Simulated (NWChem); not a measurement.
MgO; SMILES [O]=[Mg]

```xyz
2

Mg     0.0000     0.0000    -0.7174
O      0.0000     0.0000     1.0459
```
Atoms are numbered in this order, from 1.

Program: NWChem. Geometry optimised at PBE-D3(BJ)/def2-SVP; all other runs use it. Pople sets run with spherical d functions.

```json
[
 {"quantity": "highest occupied level (eV)", "level": "M05-2X/def2-TZVP", "value": "…"},
 {"quantity": "isotropic polarisability (bohr³), static", "level": "PBE0/Sadlej pVTZ", "value": "…"},
 {"quantity": "first state with f > 0.002 (eV), O K edge, unshifted", "level": "PBE0/6-311G**, TDA", "value": "513.6"},
 {"quantity": "vertical ionisation energy, ΔSCF (eV)", "level": "BHandHLYP/def2-TZVP", "value": "6.99"},
 {"quantity": "dipole (D)", "level": "PBE-D3(BJ)/def2-SVP", "value": "6.66"},
 {"quantity": "highest harmonic frequency (cm⁻¹)", "level": "PBE-D3(BJ)/def2-SVP", "value": "…"}
]
```

Problem. What belongs in the gaps?

Solution. 
- highest occupied level (eV), value: -7.63
- isotropic polarisability (bohr³), static, value: 55.4
- highest harmonic frequency (cm⁻¹), value: 797
